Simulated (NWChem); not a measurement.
System: GeH$_{4}$; SMILES [GeH4]

The following NWChem deck was run.

```
start job
memory heap 200 mb stack 900 mb global 1100 mb
geometry units angstroms noautosym nocenter noautoz
  Ge     0.000007     0.000004     0.000000
  H      1.062702    -0.000009    -1.110812
  H      0.431655     0.958041     1.122112
  H     -0.147661    -1.420895     0.567890
  H     -1.346689     0.462868    -0.579194
end
basis spherical
  * library def2-svp
end
dft
  xc b3lyp
  iterations 150
end
tddft
  nroots 6
  notriplet
end
task tddft energy
```

Excerpt of the output:

```
             Northwest Computational Chemistry Package (NWChem) 7.3.0
             --------------------------------------------------------

                             Geometry "geometry" -> ""
                             -------------------------

 Output coordinates in angstroms (scale by  1.889725989 to convert to a.u.)

  No.       Tag          Charge          X              Y              Z
 ---- ---------------- ---------- -------------- -------------- --------------
    1 Ge                  32.0000     0.00000700     0.00000400     0.00000000
    2 H                    1.0000     1.06270200    -0.00000900    -1.11081200
    3 H                    1.0000     0.43165500     0.95804100     1.12211200
    4 H                    1.0000    -0.14766100    -1.42089500     0.56789000
    5 H                    1.0000    -1.34668900     0.46286800    -0.57919400

 Effective nuclear repulsion energy (a.u.)      45.3258003037

                                 NWChem DFT Module
                                 -----------------

 Summary of "ao basis" -> "ao basis" (spherical)
 ------------------------------------------------------------------------------
       Tag                 Description            Shells   Functions and Types
 ---------------- ------------------------------  ------  ---------------------
 Ge                         def2-svp                12       32   5s4p3d
 H                          def2-svp                 3        5   2s1p

            General Information
            -------------------
          SCF calculation type: DFT
          Wavefunction type:  closed shell.
          No. of atoms     :     5
          No. of electrons :    36
           Alpha electrons :    18
            Beta electrons :    18
          Charge           :     0
          Spin multiplicity:     1
          Use of symmetry is: off; symmetry adaption is: off
          Maximum number of iterations: 150
          AO basis - number of functions:    52
                     number of shells:    24
          Convergence on energy requested:  1.00D-06
          Convergence on density requested:  1.00D-05
          Convergence on gradient requested:  5.00D-04

              XC Information
              --------------
                         B3LYP Method XC Potential
                     Hartree-Fock (Exact) Exchange  0.200
                        Slater Exchange Functional  0.800 local
                    Becke 1988 Exchange Functional  0.720 non-local
              Lee-Yang-Parr Correlation Functional  0.810
                  VWN I RPA Correlation Functional  0.190 local

[...]

                                NWChem TDDFT Module
                                -------------------

            General Information
            -------------------
           No. of orbitals :     104
            Alpha orbitals :      52
             Beta orbitals :      52
        Alpha frozen cores :       0
         Beta frozen cores :       0
     Alpha frozen virtuals :       0
      Beta frozen virtuals :       0
         Spin multiplicity :       1
    Number of AO functions :      52
        Use of symmetry is : off
      Symmetry adaption is : off
         Schwarz screening :  0.10D-07

              XC Information
              --------------
                  B3LYP Method XC Potential
              Hartree-Fock (Exact) Exchange   0.20
                 Slater Exchange Functional   0.80 local
             Becke 1988 Exchange Functional   0.72 non-local
       Lee-Yang-Parr Correlation Functional   0.81
           VWN I RPA Correlation Functional   0.19 local

             TDDFT Information
             -----------------
          Calculation type : TDDFT
         Wavefunction type : Restricted singlets
          No. of electrons :      36
           Alpha electrons :      18
            Beta electrons :      18
              No. of roots :       6
          Max subspacesize :    5200
            Max iterations :     100
               Target root :       1
           Target symmetry : none
      Symmetry restriction : off
                 Algorithm : Optimal
        Davidson threshold :  0.10D-03

    6 smallest eigenvalue differences (eV)
--------------------------------------------------------
  No. Spin  Occ  Vir  Irrep   E(Occ)    E(Vir)   E(Diff)
--------------------------------------------------------
    1    1   18   19 a        -0.345     0.049    10.711
    2    1   17   19 a        -0.345     0.049    10.711
    3    1   18   20 a        -0.345     0.049    10.711
    4    1   18   21 a        -0.345     0.049    10.711
    5    1   16   19 a        -0.345     0.049    10.711
    6    1   17   20 a        -0.345     0.049    10.711
--------------------------------------------------------

  Entering Davidson iterations
  Restricted singlet excited states

  Iter   NTrls   NConv    DeltaV     DeltaE      Time
  ----  ------  ------  ---------  ---------  ---------
    1      6       0     0.18E+00   0.10+100        2.7
    2     18       0     0.84E-01   0.44E-01        3.2
    3     30       0     0.16E-01   0.35E-02        3.0
    4     42       0     0.53E-02   0.89E-04        3.4
    5     54       1     0.15E-02   0.67E-05        3.8
    6     64       3     0.46E-03   0.38E-06        3.1
    7     70       5     0.34E-03   0.64E-07        2.4
    8     72       5     0.17E-02   0.30E-06        1.8
    9     74       5     0.16E-02   0.17E-05        1.3
   10     76       5     0.51E-03   0.19E-06        1.2
   11     78       5     0.13E-03   0.17E-07        1.2
   12     80       5     0.13E-03   0.49E-08        1.4
   13     82       5     0.48E-03   0.22E-07        1.3
   14     84       5     0.50E-03   0.11E-06        1.3
   15     86       6     0.93E-04   0.27E-07        1.7
  ----  ------  ------  ---------  ---------  ---------
  Convergence criterion met

  Ground state a       -2079.175429919709 a.u.

[...]
```

Level: B3LYP/def2-SVP, full TDDFT. The geometry was optimised at PBE0/def2-SVP.
